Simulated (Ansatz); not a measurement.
Geometry optimisation, RKS PBE/def2-SVP (Ansatz 0.2.0).

Input:

```yaml
crystal:
  periodic: [false, false, false]
  atoms:
    - { symbol: C, position_ang: [-1.15055, 0.23002, -1.41028] }
    - { symbol: Si, position_ang: [-0.0732, 0.01243, -0.04466] }
    - { symbol: "N", position_ang: [0.73551, -1.43074, 0.4237] }
    - { symbol: "N", position_ang: [0.54744, 1.18324, 1.05079] }
    - { symbol: H, position_ang: [-1.64701, -0.60371, -1.87264] }
    - { symbol: H, position_ang: [-1.52455, 1.19944, -1.68436] }
    - { symbol: H, position_ang: [0.85815, -1.62136, 1.4064] }
    - { symbol: H, position_ang: [0.50026, -2.27275, -0.07345] }
    - { symbol: H, position_ang: [-0.09369, 1.84605, 1.45986] }
    - { symbol: H, position_ang: [1.20926, 0.8658, 1.73859] }
basis:
  gaussian: { orbitals: def2-SVP }
hamiltonian:
  xc: pbe
relax:
  f_tol: 0.015
  max_steps: 40
```

Run as:

```bash
$ ansatz run input.yaml --threads 1 --pin off --max-ram 2048MiB --backend cpu --events-out ev --progress --plain --runs-dir out
```

Q: Where does it end, and by what steps?

A: The run converged. After 11 steps the energy has fallen by 0.208 eV; H10 moved furthest, 0.40 Å.

| step | energy less start (eV) | largest force component (eV/Å) | accepted |
| --- | --- | --- | --- |
| 0 | 0.0000 | 1.605 | yes |
| 1 | -0.1319 | 0.524 | yes |
| 2 | -0.1520 | 0.316 | yes |
| 3 | -0.1514 | 0.989 | no |
| 4 | -0.1743 | 0.279 | yes |
| 5 | -0.1944 | 0.102 | yes |
| 6 | -0.2062 | 0.038 | yes |
| 7 | -0.2017 | 0.089 | no |
| 8 | -0.2058 | 0.104 | no |
| 9 | -0.2072 | 0.154 | yes |
| 10 | -0.2076 | 0.073 | yes |
| 11 | -0.2079 | 0.004 | yes |

```xyz
10
Properties=species:S:1:pos:R:3
C -1.153 0.233 -1.279
Si -0.105 -0.048 0.046
N 0.670 -1.536 0.439
N 0.369 1.105 1.237
H -1.607 -0.597 -1.841
H -1.404 1.252 -1.611
H 0.686 -1.878 1.403
H 0.682 -2.300 -0.238
H -0.122 1.997 1.307
H 1.346 1.180 1.531
```

Time of the run: 33 s on 1 thread of Arm Neoverse V1, with other jobs on the host, peak memory 0.12 GiB.
